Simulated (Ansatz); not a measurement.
Reaction (ligand exchange at the Sc–N bond): `[NH2][Sc]([NH2])[OH]` + silanol → `[NH2][Sc]([OH])[O][SiH3]` + NH₃

Calculated with Ansatz (gas phase, PBE0-D4/def2-TZVP geometries, no zero-point term in ΔE). CCSD(T)/CBS is the MP2 limit (def2-TZVPP, def2-QZVPP) plus CCSD(T) − MP2 in def2-TZVPP, frozen cores. This one scheme is used for every species. For Sc outer-core shells are correlated without core-valence functions, which leaves a few kJ/mol of doubt a bond. Scalar relativity is left out up to krypton. One conformer a species, not always the lowest.

| species | HF/def2-TZVPP energy (Eh) |
| --- | --- |
| `[NH2][Sc]([NH2])[OH]` | -946.67065 |
| `O[SiH3]` | -366.21048 |
| `[NH2][Sc]([OH])[O][SiH3]` | -1256.70225 |
| NH₃ | -56.22104 |

Work out ΔE.

ΔE = (-1256.70225) + (-56.22104) − (-946.67065) − (-366.21048) = -0.04216 Eh = -110.7 kJ/mol. CCSD(T)/CBS gives -107.4 kJ/mol.

Largest T1 diagnostic among the species: 0.015.

At CCSD(T), def2-SVP lies −22.2 kJ/mol from the extrapolated value and def2-TZVPP +1.0 kJ/mol. From BLYP to BHLYP (50 % exact exchange), in def2-TZVPP and without D4, ΔE moves by −5.6 kJ/mol.
